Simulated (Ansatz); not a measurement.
Job for Ansatz (a quantum-chemistry and plane-wave program): U-CCSD(T)/aug-cc-pV(T+d)Z on BeClH (SMILES [BeH][Cl]), a point of a bond scan (R = 3.612 Å). Files ending in .json are basis or fitting sets from the Basis Set Exchange.

Ansatz 0.2 input:
```yaml
crystal:
  periodic: [false, false, false]
  atoms:
    - {symbol: Be, position_ang: [-0.00000000, -0.00000000, -1.33527396]}
    - {symbol: H, position_ang: [-0.00000000, -0.00000000, -2.65794482]}
    - {symbol: Cl, position_ang: [0.00000000, 0.00000000, 2.27633756]}
basis:
  gaussian:
    orbitals: aug-cc-pV_T+d_Z.json
correlation: {method: ccsd_t, electrons: outside_noble_gas}
scf: {omitted_lower_state_checks: [cluster_reference]}
magnetization: {spin_polarized: true, initial_magnetization: 0}
```

It printed:

```
WARN ansatz: RAYON_NUM_THREADS=1 ignored (pool sized by the plan → 1); use --threads N
Functional definition: HF
these checks for a lower state are left out or cut short: cluster_reference
integrals: 0.33 GiB planned
719 factors; integrals over basis functions are off by at most 1.9e-3 eV
mean field: 0.27 GiB planned
mean field evaluation 1: about -12912.3350 eV, gradient 1.5e1 eV
mean field evaluation 2: about -12912.3349 eV, gradient 1.5e1 eV
mean field evaluation 4: about -12915.0489 eV, gradient 1.9e0 eV
mean field evaluation 8: about -12915.1232 eV, gradient 2.0e-3 eV
mean field evaluation 16: about -12915.6843 eV, gradient 1.7e0 eV
mean field evaluation 32: about -12915.7991 eV, gradient 2.3e-6 eV
mean field evaluation 64: about -12915.4508 eV, gradient 8.4e-1 eV
mean field evaluation 96: about -12915.4231 eV, gradient 2.9e-2 eV
mean field -12915.79911741 eV, -474.6468629218 hartree, gradient 5.5e-6 eV, S^2 0.863362; 12 other end points of the search recorded, 0 dependent functions left out
6 core orbitals not correlated
reference -12915.79911741 eV, -474.6468629218 hartree; 5, 5 occupied and 113, 113 virtual orbitals, 719 factors
second order -5.56824977 eV of doubles, -0.00000000 eV of singles
coupled cluster: 0.75 GiB planned
cycle   1  -6.20817944 eV  change   -6.4e-1 eV  update   8.6e-2
cycle   2  -6.51923588 eV  change   -3.1e-1 eV  update   4.5e-2
cycle   3  -6.55312678 eV  change   -3.4e-2 eV  update   4.2e-2
cycle   4  -6.63960974 eV  change   -8.6e-2 eV  update   3.8e-2
cycle   5  -6.68968011 eV  change   -5.0e-2 eV  update   2.0e-2
cycle   6  -6.71553265 eV  change   -2.6e-2 eV  update   9.9e-3
cycle   7  -6.72925015 eV  change   -1.4e-2 eV  update   6.3e-3
cycle   8  -6.74472608 eV  change   -1.5e-2 eV  update   4.3e-3
cycle   9  -6.74438553 eV  change    3.4e-4 eV  update   2.6e-3
cycle  10  -6.74933104 eV  change   -4.9e-3 eV  update   1.4e-3
cycle  11  -6.75059507 eV  change   -1.3e-3 eV  update   5.7e-4
cycle  12  -6.75028267 eV  change    3.1e-4 eV  update   1.9e-4
cycle  13  -6.75031093 eV  change   -2.8e-5 eV  update   7.4e-5
cycle  14  -6.75027999 eV  change    3.1e-5 eV  update   3.6e-5
cycle  15  -6.75025930 eV  change    2.1e-5 eV  update   1.8e-5
cycle  16  -6.75025728 eV  change    2.0e-6 eV  update   9.6e-6
coupled cluster: 0.75 GiB planned
perturbative correction -0.29850107 eV, -0.0109697119 hartree
Total energy: -12922.84787576 eV, -474.9059000133 hartree
Checks for a lower state left out: cluster_reference
```

Self-consistency was reached. Its determinant has ⟨S²⟩ = 0.86, a mixture of spin states.

Cost: very roughly 20 core-seconds.
